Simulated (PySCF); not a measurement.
**Two-component Hartree-Fock for Ge²²⁺ (germanium, charge +22)**

Start: [Ne]. Calculated with PySCF 2.14 in an even-tempered Gaussian basis (18 s from 6.1 bohr⁻², ratio 2.4; 12 p from 7.9 bohr⁻², ratio 2.4; 5 d from 35 bohr⁻², ratio 2.6; 5 f from 52 bohr⁻², ratio 2.6): generalised Hartree-Fock with the X2C-1e Hamiltonian and a Gaussian nucleus; one run each with spin-orbit coupling (SO) switched off, then screened by Boettger's factors.

```json
{"spinor shell": "1s1/2", "electrons": "2", "ε, spin-free (eV)": "-12153.5", "ε, screened SO (eV)": "-12153.4", "weight of nominal j (screened SO)": "1.000", "rms radius, screened SO (bohr)": "0.0541"}
{"spinor shell": "2s1/2", "electrons": "2", "ε, spin-free (eV)": "-2370.9", "ε, screened SO (eV)": "-2370.8", "weight of nominal j (screened SO)": "1.000", "rms radius, screened SO (bohr)": "0.222"}
{"spinor shell": "2p1/2", "electrons": "2", "ε, spin-free (eV)": "-2191.8", "ε, screened SO (eV)": "-2214.5", "weight of nominal j (screened SO)": "1.000", "rms radius, screened SO (bohr)": "0.196"}
{"spinor shell": "2p3/2", "electrons": "4", "ε, spin-free (eV)": "-2191.8", "ε, screened SO (eV)": "-2180.8", "weight of nominal j (screened SO)": "1.000", "rms radius, screened SO (bohr)": "0.199"}
```

```tsv
quantity	spin-free	screened SO
E (hartree)	-1803.64843	-1803.72047
M_J	0	0
⟨J²⟩	0.000	0.000
⟨L²⟩	0.000	0.001
⟨S²⟩	0.000	0.001
```

Without spin-orbit coupling the j labels of p, d and f shells carry no meaning; the spin-free column gives the mean over the occupied spinors of each nl shell.
